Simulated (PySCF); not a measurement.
lithium atom (Li), doublet. Base run: R2SCAN/def2-TZVP run with PySCF.

Here is a job for PySCF.
```python
from pyscf import gto, scf, dft

mol = gto.Mole()
mol.atom = '''
    Li    0.000000    0.000000    0.000000
'''
mol.basis = 'def2-tzvp'
mol.charge = 0
mol.spin = 1
mol.verbose = 4
mol.build()

mf = dft.UKS(mol)
mf.xc = 'r2scan'
mf.kernel()
mf.analyze()
```

Each row names what was changed in the base input (with any setting that the change needs).

```
change                                                                            ΔE vs base (µEh)  SCF cycles  <S^2>
--------------------------------------------------------------------------------  ----------------  ----------  -----
base                                                                                           0.0           6  0.750
diis = off (with mf.max_cycle = 100)                                                           0.0           6  0.750
level_shift = 0.1 (with mf.max_cycle = 100)                                                    0.0           9  0.750
level_shift = 0.5 (with mf.max_cycle = 100)                                                    0.0          21  0.750
solver = newton; init_guess = 1e                                                               0.0           -  0.750
conv_tol_grad = 1e-7                                                                           0.0           7  0.750
init_guess = huckel                                                                            0.0           5  0.750
conv_tol = 1e-4                                                                                0.0           3  0.750
conv_tol = 1e-12                                                                               0.0           7  0.750
diis_space = 12                                                                                0.0           6  0.750
init_guess = atom                                                                              0.0           5  0.750
init_guess = sap                                                                               0.0           6  0.750
diis = off; damp = 0.6 (with mf.diis_start_cycle = 200; with mf.max_cycle = 150)               0.0          18  0.750
```

Open shells are given as the SCF converged; they aren't shown to be the lowest states, and a large step between rows can be another state.
